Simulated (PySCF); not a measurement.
SiCl2, SMILES Cl[Si]Cl (connectivity only; charge and spin as stated), neutral, multiplicity 1. Atoms are numbered in the order given.

```xyz
3

Si     0.0000     0.0000     0.9380
Cl     0.0000    -1.6277    -0.3862
Cl     0.0000     1.6277    -0.3862
```
Charge 0, spin multiplicity 1.

Geometry: PBE-D3(BJ)/def2-TZVP. The isomer is the one that the SMILES or the coordinates give; other isomers of the formula were not compared.

Method: HF/def2-TZVPD (PySCF).

Isolated molecule, no solvent.

```
Quantity                                                                                                       Result
---------------------------------------------------------------------------------------------  ----------------------
total energy                                                                                      -1208.03561 hartree
point group                                                                                                       C2v
highest occupied level                                                                                      -10.28 eV
lowest empty level                                                                                            0.16 eV
orbital gap                                                                                                  10.44 eV
dipole moment                                                                                                  1.16 D
quadrupole, principal values (traceless, Buckingham form, about the centre of nuclear charge)  -3.63, -0.45, 4.08 D·Å
mean static polarisability                                                                       56.0 bohr³ (8.29 Å³)
polarisability, principal values                                                               45.3, 55.0, 67.5 bohr³
```
